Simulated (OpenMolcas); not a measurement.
Ne6+: effect of the active space

- Program: OpenMolcas 26.06
- Method: CASSCF or its RAS form
- Basis: ANO-R1
- Scalar Hamiltonian: X2C, finite nucleus
- Spin-orbit coupling: RASSI with atomic mean-field integrals over the reference wave functions, term energies averaged over their components

A. 2 electrons in 4 orbitals (2s 2p); 2S+1 = 3 even, 3 roots; 2S+1 = 1 even, 7 roots; 2S+1 = 3 odd, 3 roots; 2S+1 = 1 odd, 3 roots; cost about 9 core-seconds
B. 2 electrons in 9 orbitals (RAS2 2s 2p; RAS3 3d, at most 2 electrons); 2S+1 = 3 even, 3 roots (0 in the spin-orbit step); 2S+1 = 1 even, 1 root; 2S+1 = 3 odd, 3 roots; 2S+1 = 1 odd, 3 roots (0 in the spin-orbit step); cost about 15 core-seconds

Energies in cm-1 above 2s2 1S0.

```csv
Level,A,B
2s2 1S0,0.0,0.0
2s 2p 3P* 0,69965,69429
2s 2p 3P* 1,70400,69866
2s 2p 3P* 2,71280,70741
```

Between A and B the level of the table that moves most is 2s 2p 3P* 2, by 540 cm-1 (lowest in B, highest in A).

The basis is small and was not contracted for so high a charge. Active for correlation alone: 3d; no level in the range computed is led by a configuration that fills it, so any true level of that kind is missing (holds for B). Only configurations of the active space appear. The table leaves out levels that lie high or whose names do not pair safely across all columns.

* marks odd parity.
